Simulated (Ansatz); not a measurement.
Ansatz (a quantum-chemistry and plane-wave program) input (CAM-B3LYP/def2-TZVPD):

Ansatz 0.2 input:
```yaml
crystal:
  periodic: [false, false, false]
  atoms:
    - {symbol: Mg, position_ang: [-0.00000000, -0.00000000, -0.69576168]}
    - {symbol: O, position_ang: [0.00000000, 0.00000000, 1.04364252]}
basis:
  gaussian:
    orbitals: def2-TZVPD
hamiltonian:
  xc: {name: CAM-B3LYP}
total_charge: -1
magnetization: {spin_polarized: true, initial_magnetization: 1}
```

Output:

```
Functional definition: CAM-B3LYP
integrals: 0.02 GiB planned
492 factors; their error is unknown
integrals: 0.05 GiB planned
179 factors; integrals over basis functions are off by at most 3.6e-5 eV
mean field: 0.24 GiB planned
mean field evaluation 1: about -7486.8081 eV, gradient 3.1e1 eV
mean field evaluation 2: about -7475.7720 eV, gradient 6.7e1 eV
mean field evaluation 4: about -7491.0036 eV, gradient 7.6e-1 eV
mean field evaluation 8: about -7491.0455 eV, gradient 1.3e-1 eV
mean field evaluation 16: about -7491.0810 eV, gradient 1.6e-3 eV
mean field evaluation 32: about -7490.2894 eV, gradient 8.5e0 eV
mean field -7491.08095802 eV, -275.2921475703 hartree, gradient 1.5e-5 eV, S^2 0.765194; 3 other end points of the search recorded, 0 dependent functions left out
reference -7491.08104200 eV, -275.2921506565 hartree; 11, 10 occupied and 64, 65 virtual orbitals, 492 factors
Total energy: -7491.08104200 eV, -275.2921506565 hartree
```

This state (charge -1, doublet) is run at the relaxed geometry of the species with charge 0 and multiplicity 1.
